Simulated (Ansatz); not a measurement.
ReSe2. Charge 0, multiplicity 2. Geometry r2SCAN-D4/def2-TZVP.

```xyz
3

Re    0.494   -0.307   -0.446
Se    1.107    0.364    1.580
Se   -1.601   -0.056   -1.134
```

In the def2 sets Re takes a core potential; there is no spin–orbit coupling. At PBE-D4/def2-SVP, r2SCAN-D4/def2-TZVPD, r2SCANh-D4/def2-TZVP, PBE0-D4/def2-TZVP and others the charge 0 doublet is spin-contaminated (final ⟨S²⟩ up to 1.65, 0.75 for a pure state). The geometry of the doublet was relaxed on an unsound state (⟨S²⟩ 1.57, where a pure state has 0.75). At PBE0-D4/def2-TZVP a quartet of charge 0 lies 0.51 eV below the doublet, each at its own geometry. The structure comes from a short search, and lower isomers may exist.

Q: Estimate the α-spin orbital energies around the gap (eV) in Ansatz with PBE-D4/def2-SVP, r2SCAN-D4/def2-TZVPD, r2SCANh-D4/def2-TZVP, PBE0-D4/def2-TZVP, PBE0-D4/def2-TZVPD.

A: 
| orbital | PBE-D4/def2-SVP | r2SCAN-D4/def2-TZVPD | r2SCANh-D4/def2-TZVP | PBE0-D4/def2-TZVP | PBE0-D4/def2-TZVPD |
| --- | --- | --- | --- | --- | --- |
| HOMO−9 | -17.19 | -17.78 | -18.47 | -19.09 | -19.10 |
| HOMO−8 | -16.74 | -17.33 | -17.99 | -18.59 | -18.61 |
| HOMO−7 | -9.05 | -9.39 | -9.86 | -10.31 | -10.33 |
| HOMO−6 | -8.60 | -8.90 | -9.33 | -9.77 | -9.79 |
| HOMO−5 | -8.03 | -8.47 | -8.95 | -9.35 | -9.37 |
| HOMO−4 | -7.99 | -8.38 | -8.81 | -9.16 | -9.17 |
| HOMO−3 | -7.31 | -7.66 | -8.08 | -8.43 | -8.44 |
| HOMO−2 | -6.42 | -6.88 | -7.36 | -7.65 | -7.66 |
| HOMO−1 | -6.11 | -6.71 | -7.06 | -7.43 | -7.45 |
| HOMO | -5.29 | -5.75 | -6.18 | -6.57 | -6.58 |
| LUMO | -4.71 | -4.53 | -4.18 | -3.83 | -3.85 |
| LUMO+1 | -4.14 | -4.29 | -4.03 | -3.55 | -3.57 |
| LUMO+2 | -3.42 | -3.48 | -3.22 | -2.83 | -2.86 |
| LUMO+3 | -1.53 | -1.64 | -1.39 | -1.11 | -1.20 |
| LUMO+4 | -0.15 | -0.26 | 0.11 | 0.38 | 0.07 |
| LUMO+5 | 1.15 | 0.69 | 1.85 | 1.72 | 0.47 |
| β HOMO | -5.33 | -5.92 | -6.34 | -6.64 | -6.66 |
| β LUMO | -4.51 | -4.25 | -3.82 | -3.39 | -3.41 |
